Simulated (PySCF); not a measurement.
Spin-rotation constants: `[SiH2](C)[Si@H]([SiH3])P`, CH11PSi3

Geometry (Å), atoms numbered from 1 in this order:
```xyz
16

C    -2.1930   -1.2806   -0.0581
Si   -1.4551    0.3544    0.5650
Si    0.5931    0.7044   -0.5230
Si    2.1346   -1.0499   -0.5729
P     1.6869    2.4969    0.2906
H    -2.4001   -1.2371   -1.1232
H    -1.5123   -2.1103    0.1091
H    -3.1248   -1.5133    0.4476
H    -2.4559    1.4137    0.3518
H    -1.2962    0.2589    2.0269
H     0.3361    1.1487   -1.9123
H     1.4626   -2.2636   -1.0459
H     3.2929   -0.8430   -1.4429
H     2.6607   -1.3584    0.7604
H     1.7084    2.0388    1.5924
H     0.5546    3.2492    0.5229
```

Computed, not measured: PySCF 2.14.0, GIAO HSE06/3-21G magnetisability, rotational g tensor and spin-rotation constants, non-relativistic, gas phase. Geometry: GFN2-xTB.

Q: Give the nuclear spin-rotation constants along the inertial axes (H = +C I·J) beside the isotropic shieldings.

A: Rotational constants 1.8707, 1.1746, 0.7720 GHz. A star marks the isotopologue with that one atom substituted, in its own axes.
| atom | isotope | Caa (kHz) | Cbb (kHz) | Ccc (kHz) | mean (kHz) | σ (ppm) |
| --- | --- | --- | --- | --- | --- | --- |
| P5 | 31P | 1.366 | 0.741 | 0.482 | 0.863 | 688.3 |
| H6 | 1H | -0.227 | -0.144 | -0.006 | -0.126 | 33.1 |
| H7 | 1H | -0.221 | -0.034 | -0.081 | -0.112 | 33.1 |
| H8 | 1H | -0.044 | -0.131 | -0.087 | -0.087 | 32.9 |
| H9 | 1H | -0.174 | -0.010 | -0.063 | -0.082 | 29.2 |
| H10 | 1H | -0.193 | -0.120 | 0.018 | -0.098 | 29.3 |
| H11 | 1H | -0.204 | -0.120 | 0.017 | -0.102 | 29.4 |
| H12 | 1H | -0.065 | -0.067 | -0.079 | -0.070 | 29.8 |
| H13 | 1H | -0.044 | -0.101 | -0.066 | -0.070 | 29.7 |
| H14 | 1H | -0.200 | -0.123 | 0.013 | -0.104 | 29.9 |
| H15 | 1H | -0.229 | -0.158 | 0.000 | -0.129 | 32.5 |
| H16 | 1H | -0.177 | -0.030 | -0.104 | -0.104 | 32.4 |
| C1 | 13C* | 0.131 | 0.086 | 0.049 | 0.088 | 214.9 |
| Si2 | 29Si* | -0.725 | -0.515 | -0.347 | -0.529 | 516.6 |
| Si3 | 29Si* | -0.676 | -0.455 | -0.324 | -0.485 | 547.8 |
| Si4 | 29Si* | -0.735 | -0.443 | -0.290 | -0.490 | 551.2 |

For the geometry as given, no vibrational averaging.
